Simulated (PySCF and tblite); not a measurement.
The numbers below are computed, except where a source is named.
System: C6H7NO2, numbered as in [O:1]=[CH:2][NH:3][C:4]1=[C:5]([CH:6]=[O:7])[CH2:8][CH2:9]1.

Motion: rotation about the C4–N3 bond (torsion C5–C4–N3–C2 from -180° to -27°, rising). GFN2-xTB gives an electronic barrier of 12.3 kcal/mol and a reaction energy of 8.7 kcal/mol.

What does PBE0/pcSseg-1 + D3(BJ) give on GFN2-xTB geometries?

A barrier of 15.2 kcal/mol, 2.8 above the tight-binding barrier (from unrounded values), a reaction energy of 10.7 kcal/mol and, with GFN2-xTB thermal terms, ΔG‡(298 K) = 14.5 kcal/mol and k = 291 s⁻¹ (2 equivalent paths).

Programs: tblite and PySCF.
